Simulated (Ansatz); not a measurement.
Geometry optimisation, RKS B3LYP-D4/def2-SVP in Ansatz 0.2.0.

input.yaml

```yaml
crystal:
  periodic: [false, false, false]
  atoms:
    - { symbol: "N", position_ang: [-0.7888, -0.0424, 1.5348] }
    - { symbol: C, position_ang: [0.3407, 0.0834, 0.7052] }
    - { symbol: O, position_ang: [-0.09155, -0.4657, -0.48544] }
    - { symbol: Si, position_ang: [0.90963, 1.9455, 0.49208] }
    - { symbol: "N", position_ang: [1.38367, -0.80696, 1.15511] }
    - { symbol: Si, position_ang: [2.36004, -0.8429, 2.52106] }
    - { symbol: H, position_ang: [-1.5731, -0.391, 0.9844] }
    - { symbol: H, position_ang: [-0.6176, -0.6192, 2.2876] }
    - { symbol: H, position_ang: [-0.5502, -1.30396, -0.23007] }
    - { symbol: H, position_ang: [1.20744, 2.46079, 1.9082] }
    - { symbol: H, position_ang: [-0.26515, 2.77391, 0.05395] }
    - { symbol: H, position_ang: [2.06621, 2.08973, -0.34368] }
    - { symbol: H, position_ang: [1.94978, -1.05024, 0.38819] }
    - { symbol: H, position_ang: [1.50971, -0.5161, 3.72451] }
    - { symbol: H, position_ang: [2.98146, -2.14588, 2.62493] }
    - { symbol: H, position_ang: [3.38029, 0.17328, 2.29834] }
basis:
  gaussian: { orbitals: def2-SVP }
hamiltonian:
  xc: b3lyp
  dispersion: d4
relax:
  f_tol: 0.015
  max_steps: 40
output:
  orbitals: {}
```

Launched with:

```bash
$ ansatz run input.yaml --threads 2 --pin off --max-ram 3072MiB --backend cpu --events-out ev --progress --plain --runs-dir out
```

**Question.** Where does it end, and by what steps?

**Answer.** The forces met the threshold. After 15 steps the energy has fallen by 1.229 eV; H16 moved furthest, 1.42 Å.

```tsv
step	energy less start (eV)	largest force component (eV/Å)	accepted
0	0.0000	2.589	yes
1	-0.7411	0.958	yes
2	-0.8684	0.648	yes
3	-0.9671	0.362	yes
4	-1.0254	0.812	yes
5	-1.0696	0.980	yes
6	-1.1292	0.336	yes
7	-1.1589	0.160	yes
8	-1.1808	0.245	yes
9	-1.1955	0.348	yes
10	-1.2219	0.175	yes
11	-1.2249	0.191	yes
12	-1.2271	0.356	yes
13	-1.2290	0.052	yes
14	-1.2293	0.063	yes
15	-1.2294	0.011	yes
```

```xyz
16
Properties=species:S:1:pos:R:3
N -0.461 0.065 1.916
C 0.357 0.061 0.724
O -0.283 -0.445 -0.440
Si 0.869 1.862 0.244
N 1.512 -0.760 1.035
Si 2.175 -0.917 2.652
H -1.262 0.685 1.817
H -0.822 -0.875 2.099
H -0.312 -1.413 -0.347
H 1.625 2.478 1.370
H -0.325 2.704 -0.063
H 1.751 1.778 -0.954
H 2.141 -0.882 0.247
H 1.327 -1.761 3.540
H 3.476 -1.621 2.442
H 2.436 0.383 3.337
```

Run time: 100 s on 2 threads of Arm Neoverse V1 (shared host), peak memory 0.42 GiB.
